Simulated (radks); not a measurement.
Results of a calculation; reference values are marked as such.
Dy, 66 electrons, occupied as [Xe] 4f10 6s2 (the NIST ground configuration). Level of theory: Dirac Kohn-Sham, PBE, spin-unpolarised, spherical densities, point nucleus; open shells fill j = l - 1/2 first (a radial shooting solver on a logarithmic mesh with Libxc functionals).

Spin-orbit splittings of the eigenvalues, e(l+1/2) - e(l-1/2), with zeta = 2 splitting/(2l+1) and mean radii in bohr:

| shell | occ. | splitting (eV) | zeta (eV) | <r> j=l-1/2 | <r> j=l+1/2 |
|---|---|---|---|---|---|
| 2p | 6 | 800.3 | 533.5 | 0.07438 | 0.08143 |
| 3p | 6 | 166.2 | 110.8 | 0.2238 | 0.2371 |
| 3d | 10 | 36.29 | 14.51 | 0.2096 | 0.2138 |
| 4p | 6 | ? | ? | 0.5404 | 0.5710 |
| 4d | 10 | 6.721 | 2.688 | 0.6036 | 0.6145 |
| 4f | 10 | 0.8741 | 0.2498 | 0.8724 | 0.8960 |
| 5p | 6 | 4.673 | 3.115 | 1.474 | 1.582 |
| 5d | 0 | 0.1862 | 0.07450 | 3.411 | 3.610 |
| 6p | 0 | 0.2142 | 0.1428 | 5.663 | 6.073 |

Estimate the 4p splitting.

Answer. 37.13 eV (zeta = 24.75 eV).
